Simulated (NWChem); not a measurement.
System: SiH2S2, singlet; SMILES S[Si]S

```xyz
5

Si    -1.0092     0.0125     0.0000
S      0.3724     1.6678     0.0000
H      1.5637     1.0219     0.0000
S      0.4421    -1.5812     0.0000
H     -0.4667    -2.5831     0.0000
```
Atoms are numbered in this order, from 1.

Results from NWChem. Low-valent species are run as closed-shell singlets; no triplet was tried in these runs. Structure relaxed at the PBE0/def2-SVP level. Level SCAN/def2-SVP: energy and gradient on several grids; changes count from the extra-fine grid, which is no exact limit either.

```
grid     size of the energy change (μHa)  largest change of a gradient component (μHa/bohr)
-------  -------------------------------  -------------------------------------------------
xcoarse                            30000                                               3000
coarse                              2000                                               1000
medium                              3000                                                500
fine                                  80                                                200
xfine                               < 10                                               < 30
```
